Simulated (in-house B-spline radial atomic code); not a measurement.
Relativistic effects in K⁴⁺, [Ne] 3s2 3p3: non-relativistic Hartree-Fock (point nucleus) against Dirac-Hartree-Fock (Fermi nucleus of rms radius 3.4349 fm), both averages of the configuration, computed with an all-electron radial atomic-structure program (B-spline basis).

```
orbital  ε NR (Eh)  ε Dirac (Eh)  <r> NR (bohr)  <r> Dirac (bohr)  change of <r> (%)
  1s1/2    -135.95        -136.6        0.08145           0.08095               -0.6
  2s1/2     -16.81       -16.928         0.3852            0.3828               -0.6
  2p1/2    -13.838        -13.92         0.3489            0.3465               -0.7
  2p3/2    -13.838             ?         0.3489                 ?                  ?
  3s1/2    -3.6228       -3.6399          1.181             1.176               -0.4
  3p1/2    -2.9246       -2.9346           1.25             1.245               -0.4
  3p3/2    -2.9246             ?           1.25                 ?                  ?
```

Problem. What happens to 3p3/2?

Solution. Its energy goes to -2.9214 hartree and <r> to 1.25 bohr (+0.02 %).

Problem. What happens to 2p3/2?

Solution. Its energy goes to -13.81 hartree and <r> to 0.3488 bohr (-0.01 %).

Problem. What explains the pattern of contraction and expansion?

Solution. The s and p1/2 orbitals contract directly, as their density near the nucleus moves at relativistic speed. Nothing expands appreciably in this ion.

Problem. By how much does the total energy change?

Solution. By -2.3607 hartree, from -593.948 to -596.308.
